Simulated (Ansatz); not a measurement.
A run for Ansatz (a first-principles code): U-PBE/def2-TZVPP on FHTe (SMILES F[TeH]), a point of a bond scan (R = 4.434 Å). Elements past Kr take the def2 small-core potentials; no spin–orbit coupling.

Ansatz 0.2 input:
```yaml
crystal:
  periodic: [false, false, false]
  atoms:
    - {symbol: Te, position_ang: [0.18518663, -0.06058026, 0.20051425]}
    - {symbol: H, position_ang: [1.31186066, -0.30942416, -1.00396715]}
    - {symbol: F, position_ang: [-3.03692047, 0.96287376, -2.66871075]}
basis:
  gaussian:
    orbitals: def2-TZVPP
hamiltonian:
  xc: {name: PBE}
magnetization: {spin_polarized: true, initial_magnetization: 0}
```

Output:

```
WARN ansatz: RAYON_NUM_THREADS=1 ignored (pool sized by the plan → 1); use --threads N
Functional definition: PBE
integrals: 0.02 GiB planned
601 factors; their error is unknown
mean field: 0.21 GiB planned
mean field evaluation 1: about -10011.5346 eV, gradient 4.1e1 eV
mean field evaluation 2: about -9642.9871 eV, gradient 1.2e2 eV
mean field evaluation 4: about -10012.2376 eV, gradient 3.7e1 eV
mean field evaluation 8: about -10017.9702 eV, gradient 1.9e1 eV
mean field evaluation 16: about -10020.3910 eV, gradient 2.0e-4 eV
mean field evaluation 32: about -10021.1942 eV, gradient 1.1e-1 eV
mean field evaluation 64: about -10020.7260 eV, gradient 3.1e0 eV
mean field evaluation 96: about -10021.1933 eV, gradient 2.7e-2 eV
mean field evaluation 128: about -10019.8213 eV, gradient 1.0e1 eV
mean field evaluation 160: about -10020.8234 eV, gradient 7.4e-2 eV
mean field evaluation 192: about -10021.1996 eV, gradient 1.7e-3 eV
mean field evaluation 224: about -10021.1933 eV, gradient 1.9e-6 eV
mean field evaluation 256: about -10021.1934 eV, gradient 7.5e-2 eV
mean field evaluation 288: about -10021.1673 eV, gradient 6.8e-1 eV
mean field evaluation 320: about -10018.0259 eV, gradient 1.9e1 eV
mean field evaluation 352: about -10021.0006 eV, gradient 6.2e0 eV
mean field evaluation 384: about -10021.1923 eV, gradient 3.1e-1 eV
mean field -10021.19429092 eV, -368.2720975817 hartree, gradient 8.7e-6 eV, S^2 1.001483; 24 other end points of the search recorded, 0 dependent functions left out
reference -10021.19432235 eV, -368.2720987368 hartree; 17, 17 occupied and 78, 78 virtual orbitals, 601 factors
Total energy: -10021.19432235 eV, -368.2720987368 hartree
```

The calculation finished and met its thresholds. Its determinant has ⟨S²⟩ = 1.00, a mixture of spin states.

Cost: roughly 30 core-seconds.
